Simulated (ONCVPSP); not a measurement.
## Au: excitation energies, all-electron against ONCV

- Element: Au
- Generator: ONCVPSP 4.0.1
- Type: optimised norm-conserving Vanderbilt (ONCV)
- Functional: PBEsol
- Relativity: scalar-relativistic
- Frozen core: [Kr] 4d10 4f14
- Valence charge: 19
- Reference configuration: 5s2 5p6 5d10 (charge +1)
- Partial waves: 5s: rc 1.60 bohr, ncon 4, nbas 8, qcut 6.8 1/bohr, 2 projectors, debl 3.9 Ha; 5p: rc 1.25 bohr, ncon 4, nbas 8, qcut 7.2 1/bohr, 2 projectors, debl 2.3 Ha; 5d: rc 1.95 bohr, ncon 4, nbas 9, qcut 9.3 1/bohr, 2 projectors, debl 2.9 Ha
- Local potential: polynomial inside 1.20 bohr (lpopt 4, dvloc0 1 Ha)
- Core correction: Teter function, fcfact 1.75, rcfact 1.2

In the s channel the program set the typed energies aside and used -4.298, 0.050 Ha. In the p channel the program set the typed energies aside and used -2.513, 0.250 Ha.

Energies are relative to the spin-unpolarised reference configuration 5s2 5p6 5d10; without spin polarisation the order of configurations can differ from experiment.

Q: Give the all-electron excitation energy and the error of the potential for: 5s2 5p6 5d10 6s1; 5s2 5p6 5d9; 5s2 5p6 5d8; 5s2 5p6 5d9 6s1.

A:

```csv
valence configuration,charge,ΔE all-electron (eV),error AE − PS (meV)
5s2 5p6 5d10 6s1,0,-9.440,+1.3
5s2 5p6 5d9,+2,21.238,-4.2
5s2 5p6 5d8,+3,55.146,-18
5s2 5p6 5d9 6s1,+1,2.716,-3.5
```
